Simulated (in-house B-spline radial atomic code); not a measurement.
Results of a calculation; reference values are marked as such.
# Ghost states of the separable form: Mo

Mo, [Kr] 4d5 5s1, non-relativistic PBE, spherical and spin-unpolarised, from a B-spline radial code for spherical atoms (atomic units; all potentials screened as in the neutral atom).

Troullier-Martins channels: 5s (ε = -0.1395, r_c = 3.229 bohr), 4d (ε = -0.1467, r_c = 1.577 bohr). In the Kleinman-Bylander form one channel serves as the local potential, and each other channel l becomes |δV u><u δV|/<u|δV|u>, with δV = V_l − V_local and u the pseudo-orbital. Its strength is E_KB = <u|δV²|u>/<u|δV|u>. By the analysis of Gonze, Stumpf and Scheffler a spurious state lies below the reference level ε if E_KB > 0 and ε is above the second level of the local potential alone, or if E_KB < 0 and ε is above its first. The table's levels are those of angular momentum l in a sphere of 9 bohr, whose wall can lift a shallow ε a little above its free-atom value.

```csv
local,channel,<u δV u>,<u δV² u>,ε,first local level,second local level
s,d,-2.0629,9.2067,-0.1466,0.0860,0.3364
d,s,0.16095,0.45164,-0.1374,-4.5965,-0.6364
```

Apply the rule to each row.

Local s, channel d: E_KB = -4.46, so ε = -0.1466 is set against 0.0860: no ghost. Local d, channel s: E_KB = +2.81, so ε = -0.1374 is set against -0.6364: a ghost.

Diagonalising the separable Hamiltonian gives:

```json
{"local": "s", "channel": "d", "three lowest levels": "-0.1466, 0.1252, 0.4336", "all-electron, two lowest valence levels": "-0.1466, 0.1234"}
{"local": "d", "channel": "s", "three lowest levels": "-3.0708, -0.1374, 0.1258", "all-electron, two lowest valence levels": "-0.1374, 0.1271"}
```

Which choices of local channel are safe?

Free of ghosts: s. With d local the s channel has a ghost 2.93 hartree below ε, since the local potential binds more than one state below ε, and a repulsive term of rank one raises each level at most to the next, so it clears only one of them. Among the safe choices the second level, which tests transfer, is off by at most 1.8 millihartree (s local).
